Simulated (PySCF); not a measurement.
BH₄O₂P, SMILES OB(O)P. Heavy atoms are numbered as in [B:1]([OH:2])([OH:4])[PH2:6]. Hydrogens are named by the atom that carries them.

Geometry optimised at B3LYP-D3(BJ)/def2-SVP. Other conformers were not sampled.

These are B3LYP/pcSseg-1 in PySCF values and carry that method's errors.

GIAO shieldings, no solvent; atoms alike by connectivity are averaged. δ = σ(ref) − σ: ¹¹B against BF3 (σ = 86.3 ppm); ¹⁷O against H2O (σ = 333.8 ppm); ¹H against TMS (σ = 31.68 ppm); ³¹P against PH3 (σ = 567.1 ppm), references at their B3LYP-D3(BJ)/def2-TZVP geometries, non-relativistic.

Computed chemical shifts:
```
nucleus     atoms  count  δ (ppm)
-------  --------  -----  -------
¹¹B            B1      1     23.7
¹⁷O       O2 (OH)      2    136.6
¹H        H on O2      2     3.62
¹H        H on P6      2     2.09
³¹P      P6 (PH2)      1     10.3
```
